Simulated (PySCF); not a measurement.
BHF + Br₂ → BBr₂ + HF

Level: PBE0 in the def2-TZVP basis family, all electrons, no relativity, computed in PySCF with density fitting; open shells unrestricted.

| species | state and structure | ZPE (kJ/mol) | H(298 K) − H(0) (kJ/mol) | S° (J/(mol K)) |
| --- | --- | --- | --- | --- |
| BHF | doublet, Cs, B–F 1.301 Å, B–H 1.206 Å; F–B–H 121.0° | 29.1 | 10.0 | 228.1 |
| Br₂ | singlet, D∞h, Br–Br 2.281 Å | 2.0 | 9.7 | 244.8 |
| BBr₂ | doublet, C2v, B–Br 1.878 Å (×2); Br–B–Br 126.3° | 9.6 | 12.1 | 293.2 |
| HF | singlet, C∞v, H–F 0.920 Å | 24.9 | 8.7 | 173.6 |

Q: Is the gas-phase reaction uphill or downhill in electronic energy at this level, and by how much?

A: At PBE0/def2-TZVP, ΔE = -118.6 kJ/mol, downhill. 

Q: Add zero-point, thermal and entropy terms for 298.15 K and 1 bar.

A: ΔZPE = 3.4 and Δ[H(298) − H(0)] = 1.1 kJ/mol give ΔH° = -114.1 kJ/mol. ΔS° = -6.1 J/(mol K), so ΔG° = -114.1 − 298.15 × (-0.0061) = -112 kJ/mol and log₁₀K = 19.7.

The structures come from searches over a few start shapes, so lower isomers are not excluded.
